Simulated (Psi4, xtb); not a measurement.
Interaction energy of CHN ··· H4Si (SMILES C#N and [SiH4]). Monomers: optimised at B3LYP-D3(BJ) (def2-TZVP), held rigid. Orientation: lowest of the rigid-body minima from ten starts at GFN2-xTB. The monomers approach along the line of their centres of mass (distance R); nothing else relaxes. The table gives interaction energies.

```
R / Å     A      B      C
-----  ----  -----  -----
3.85   7.67   4.16   0.16
4.04   4.61   2.01  -0.74
4.21   2.97   0.98  -1.05
4.45   1.65   0.28  -1.07
4.68   1.00   0.02  -0.91
4.89   0.66  -0.07  -0.73
5.17   0.41  -0.10  -0.51
5.42   0.29  -0.09  -0.37
5.98   0.15  -0.05  -0.18
6.68   0.08  -0.01  -0.08
7.65   0.04   0.00  -0.03
8.96   0.02   0.00  -0.01
```

Energies in kcal/mol.

### Question
Which curve belongs to which method? The methods are xtb with GFN1-xTB; HF/aug-cc-pVTZ, counterpoise-corrected run with Psi4; wB97X-D/def2-TZVP, counterpoise-corrected (Psi4).

### Answer
A is HF/aug-cc-pVTZ; B is wB97X-D/def2-TZVP; C is GFN1-xTB.
